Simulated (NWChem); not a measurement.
CH4F2OSi; SMILES F[Si@@H](CF)O

```xyz
9

O      1.5662     0.7450    -0.2116
Si     0.0438     0.4863     0.3556
F     -0.9706     1.6446    -0.1687
C     -0.7198    -1.1135    -0.2895
F      0.0674    -2.1912     0.0618
H      1.7421     0.6174    -1.1481
H      0.1302     0.5515     1.8297
H     -1.7362    -1.2526     0.1224
H     -0.8298    -1.0829    -1.3899
```
Atoms are numbered in this order, from 1.

Program: NWChem. Pople sets run with spherical d functions. Geometry: optimised at PBE0/def2-SVP.

### Question
What does the run give for PW6B95/6-31G*? Quantities: highest occupied level (eV); orbital gap (eV); dipole (D).

### Answer
The highest occupied level (eV) comes out as -8.54. The orbital gap (eV) is 9.54. The dipole (D) is 1.61.
